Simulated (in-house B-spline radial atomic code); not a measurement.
A radial electron density 4πr²n(r) was computed for an atom or ion in its tabulated ground configuration with a B-spline radial code for spherical atoms; method: Dirac-Kohn-Sham LDA PW92, spherical fractional occupations. Columns: r (bohr), 4πr²n(r) (electrons per bohr), bar.

```
 0.00117    1.923 #
 0.00144    2.761 ##
 0.00178    3.968 ##
  0.0022    5.656 ###
 0.00272     7.99 ####
 0.00335    11.09 ######
 0.00414    15.24 ########
 0.00511    20.53 ###########
 0.00631    27.08 ###############
 0.00779    34.75 ###################
 0.00961     43.1 ########################
  0.0119    51.51 ############################
  0.0146    58.33 ################################
  0.0181    62.83 ###################################
  0.0223    63.59 ###################################
  0.0276     60.9 ##################################
   0.034    56.86 ###############################
   0.042    54.95 ##############################
  0.0518    58.53 ################################
   0.064    67.74 #####################################
   0.079    77.39 ###########################################
  0.0975    79.75 ############################################
    0.12    71.71 ########################################
   0.149    59.29 #################################
   0.183    55.07 ##############################
   0.226    61.09 ##################################
    0.28    65.26 ####################################
   0.345    54.88 ##############################
   0.426    34.72 ###################
   0.526    21.03 ############
   0.649    19.78 ###########
   0.801    21.95 ############
   0.989     19.2 ###########
    1.22    12.67 #######
    1.51     6.68 ####
    1.86    3.163 ##
     2.3     1.38 #
    2.84   0.5442 
     3.5   0.1737 
    4.32  0.03825 
    5.33 0.005114 
    6.58 0.000358 
    8.13 1.117e-05
```

Task: Which atom or ion is it?
A. Cd2+
B. In2+
C. Sn2+
D. Te3+

Result: B. The area under the curve, ∫4πr²n dr = ∫r·4πr²n d(ln r) on this logarithmic grid, is 47 electrons, which only this option has. The configuration is [Kr] 4d10 5s1.
